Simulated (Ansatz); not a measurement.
Calculated with Ansatz (gas phase, PBE0-D4/def2-TZVP geometries, no zero-point term in ΔE). CBS: MP2 limit from def2 TZ/QZ plus the TZ coupled-cluster correction, frozen cores. This one scheme is used for every species. Functionals use def2-TZVPP. One conformer a species, not always the lowest.

Reaction (ligand exchange at a B–C bond): `CBF` + `O[SiH2]O` → `O[SiH2]OBF` + CH₄

`CBF`:

Cartesian coordinates in Å:
```
C 0.393 0.531 0.192
B -0.487 -0.672 -0.245
F -1.761 -0.742 0.117
H -0.133 1.267 0.802
H 0.801 1.029 -0.695
H 1.267 0.168 0.744
H -0.080 -1.582 -0.916
```

`O[SiH2]O`:

Z-matrix (Å, degrees):
```
Si
O 1 1.642
O 1 1.642 2 113.5
H 1 1.481 2 111.5 3 116.9
H 1 1.481 2 103.8 3 -121.2
H 2 0.958 1 117.7 3 -66.0
H 3 0.958 1 117.7 2 -66.0
```

`O[SiH2]OBF`:

Cartesian coordinates in Å:
```
O -1.687 0.664 0.222
Si -0.577 -0.304 0.931
O 0.752 -0.556 -0.010
B 1.248 -0.132 -1.182
F 2.390 -0.653 -1.605
H -1.532 1.608 0.189
H -0.075 0.286 2.194
H -1.234 -1.610 1.124
H 0.716 0.698 -1.861
```

CH₄:

Cartesian coordinates in Å:
```
C 0.000 0.000 0.000
H -0.456 0.987 -0.068
H 1.083 0.095 -0.073
H -0.366 -0.626 -0.814
H -0.261 -0.456 0.955
```

CCSD(T)/CBS gives -139.2 kJ/mol.

Task: Another level gave -134.4 kJ/mol. Which?
A. BHLYP-D4/def2-TZVPP
B. revPBE/def2-TZVPP
C. B2PLYP/def2-TZVPP
D. LC-ωPBE/def2-TZVPP

Result: D. LC-ωPBE -134.4, B2PLYP -142.7, revPBE -129.7, BHLYP-D4 -148.7 kJ/mol.

Largest T1 diagnostic among the species: 0.013.

In def2-TZVPP, CCSD(T) changes the Hartree–Fock value by +10.3 kJ/mol (the triples alone add +0.5 kJ/mol) and MP2 by +9.8 kJ/mol. At CCSD(T), def2-SVP lies −17.9 kJ/mol from the extrapolated value and def2-TZVPP −1.9 kJ/mol. From BLYP to BHLYP (50 % exact exchange), in def2-TZVPP and without D4, ΔE moves by −6.6 kJ/mol.
